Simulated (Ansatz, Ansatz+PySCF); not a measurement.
```xyz
2

B     0.0000    0.0000   -0.4174
H     0.0000    0.0000    2.0873
```

Basis set: cc-pVDZ (spherical functions). Left uncorrelated: 1 orbital. Charge 0, multiplicity 1.

Computed with Ansatz (development build ahead of 0.2.0); each method stands on the lowest determinant of its kind that the runs found. Restricted open shells among the atoms or ions are ROHF, correlated in semicanonical orbitals with singles. Restricted functionals stand beside restricted open-shell atoms, which can lie above the unrestricted atoms usual in DFT and then raise those values.

The atomization energy at this shape (free ground-state atoms in the same class of orbitals less the molecule, no zero-point energy) of singlet BH:

```tsv
method	atomization energy
r²SCAN (unrestricted)	14.67 kcal/mol
ωB97X (restricted)	4.17 kcal/mol
r²SCAN (restricted)	11.32 kcal/mol
PBE0 (unrestricted)	11.70 kcal/mol
PBE (unrestricted)	15.95 kcal/mol
PBE0 (restricted)	8.08 kcal/mol
UHF-CCSDT(Q)	16.37 kcal/mol
RHF-CCSD(T)	16.10 kcal/mol
UHF-CCSD(T)	14.10 kcal/mol
UHF-MP2	5.17 kcal/mol
RHF-MP2	-2.07 kcal/mol
UHF	3.08 kcal/mol
RHF	-23.01 kcal/mol
```

(1) What does ωB97X (unrestricted) give?

Answers

(1) 9.76 kcal/mol. Caution: the shape is not the minimum. Caution for ωB97X (unrestricted), r²SCAN (unrestricted), ωB97X (restricted), r²SCAN (restricted), PBE0 (unrestricted), PBE (unrestricted), PBE0 (restricted): charge can spread falsely over distant fragments. Caution for ωB97X (unrestricted), PBE0 (unrestricted): the unrestricted determinant is spin contaminated. Caution for UHF-CCSDT(Q), UHF-CCSD(T), UHF-MP2: a plain start can end on a higher determinant. Caution for UHF-CCSDT(Q), RHF-CCSD(T), UHF-CCSD(T), UHF-MP2, RHF-MP2: large amplitudes, a single reference is doubtful. Caution for UHF-CCSDT(Q), UHF-CCSD(T), UHF-MP2, UHF: the unrestricted determinant is a mixture of spin states. Caution for RHF-CCSD(T), RHF-MP2, RHF: an unrestricted determinant lies well below. Caution for RHF-CCSD(T): the amplitudes may be one of several solutions. Caution for UHF-CCSD(T): another reference gives a lower total.
